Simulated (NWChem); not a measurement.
**Which level was it?**

The species is CH5Ga (7 atoms), meant as a singlet with charge 0. SMILES: `[H][Ga]([H])[CH3]`. Geometry: a GFN2-xTB relaxation, a rough one for these elements and not checked as a minimum.

```xyz
7

Ga    0.5310    0.9294    0.0019
H     2.1072    1.0370    0.0326
H    -0.1615    2.3485   -0.0374
C    -0.4727   -0.8221    0.0027
H    -0.5741   -1.2212   -1.0112
H    -1.4805   -0.6967    0.4110
H     0.0506   -1.5750    0.6005
```

Orbital energies are those of the mean-field step.

A calculation with NWChem 7.3.0 gave:

| Quantity | Value |
| --- | --- |
| total energy | -1965.3615 Eh |
| dipole moment | 0.84 D |
| HOMO energy | -8.08 eV |
| LUMO energy | -1.44 eV |
| HOMO–LUMO gap | 6.64 eV |
| largest force | 0.871 eV/Å |

Task: Which of these levels gave the numbers?
A. MP2/3-21G
B. PBE0/def2-SVP
C. MP2/pcseg-1
D. PBE0/def2-SVPD

Result: D. The others give -1965.3582 Eh (PBE0/def2-SVP), -1963.9672 Eh (MP2/pcseg-1), -1954.5028 Eh (MP2/3-21G).
